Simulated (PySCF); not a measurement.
Br₂H₂OSn, SMILES [OH][SnH]([Br])[Br]. Atoms are numbered in the order given.

```xyz
6

Sn     0.3213    -0.6516     0.0000
O     -0.9210    -2.1750     0.0000
Br    -0.1249     0.7596    -1.9913
Br    -0.1249     0.7596     1.9913
H      1.8964    -1.2857     0.0000
H     -1.8484    -1.9068     0.0000
```

Coordinates come from a PBE0-D3(BJ)/def2-SVP optimisation. The structure was generated by enumeration; whether it is a known compound was not checked. The def2 effective core potentials stand for the cores of Sn; spin–orbit coupling is left out. The values are those of a single conformer.

All values below come from r2SCAN/def2-TZVP (PySCF).

ESP charges are fitted to the potential on shells at 1.4 to 2.0 van der Waals radii. Atomic charges (e):

```tsv
atom	Löwdin	ESP fit
Sn1	0.08	0.28
O2	-0.32	-0.51
Br3	0.05	-0.12
Br4	0.05	-0.12
H5	-0.04	0.09
H6	0.17	0.38
```
